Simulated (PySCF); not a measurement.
Computed shifts of a molecule C4H10BN, PySCF with KT2/pcSseg-1, GIAO, gas phase, equivalent atoms averaged, in ppm (number of nuclei): ¹³C: 33.8 (1), 29.4 (1), 19.7 (1), 18.4 (1). ¹⁵N: 98.6 (1). ¹H: 4.06 (2), 2.63 (1), 1.92 (1), 1.45 (1), 1.37 (1), 1.35 (1), 1.32 (3). References: ¹³C against TMS (σ = 185.1 ppm); ¹¹B against BF3 (σ = 89.8 ppm); ¹⁵N against NH3 (σ = 266.2 ppm); ¹H against TMS (σ = 31.47 ppm), references at their B3LYP-D3(BJ)/def2-TZVP geometries, non-relativistic. Coordinates come from a B3LYP-D3(BJ)/def2-SVP optimisation. Other conformers were not sampled.

Problem. Which molecule gave these data?
A) CB1CCCN1
B) C/C=C/B(C)N
C) CC1CB(N)C1
D) C[C@H]1CCB1N

Solution. D, C[C@H]1CCB1N
